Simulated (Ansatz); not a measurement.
`[O][GeH]([F])[F]`• → `[OH][Ge]([F])[F]`•  (isomerisation)

Calculated with Ansatz (gas phase, PBE0-D4/def2-TZVP geometries, no zero-point term in ΔE). CCSD(T)/CBS is the MP2 limit (def2-TZVPP, def2-QZVPP) plus CCSD(T) − MP2 in def2-TZVPP, frozen cores. DFT in def2-TZVPP. Open shells (•) are unrestricted, without spin–orbit coupling. For Ge outer-core shells are correlated without core-valence functions, which leaves a few kJ/mol of doubt a bond. Scalar relativity is left out up to krypton. Each species was taken in one conformer, which may not be the lowest.

**Question.** Is it downhill or uphill in electronic energy at CCSD(T)/CBS, and by how much? (Best estimate.)

**Answer.** The calculation gave: Downhill: ΔE = -1.57 eV.

**Question.** What do these levels give: LDA (SPW92), CCSD(T)/def2-SVP, MP2/def2-TZVPP, SCS-MP2/def2-TZVPP, MP2/def2-QZVPP, CCSD/CBS(def2)? (Best estimate.)

**Answer.** Computed: LDA (SPW92) -2.12, CCSD(T)/def2-SVP -1.35, MP2/def2-TZVPP -1.81, SCS-MP2/def2-TZVPP -1.61, MP2/def2-QZVPP -1.86, CCSD/CBS(def2) -1.49 eV.

Largest T1 diagnostic among the species: 0.015.

At CCSD(T), def2-SVP lies +0.22 eV from the extrapolated value and def2-TZVPP +0.07 eV. From r2SCAN to r2SCAN0 (25 % exact exchange), in def2-TZVPP and without D4, ΔE moves by +0.13 eV. Leaving LDA and LC-ωPBE aside and taking each functional with its dispersion term where it has one, the values, not all of them listed here, spread over 0.48 eV, from PBE-D4 to BHLYP-D4. LDA lies −0.31 eV from PBE without D4.
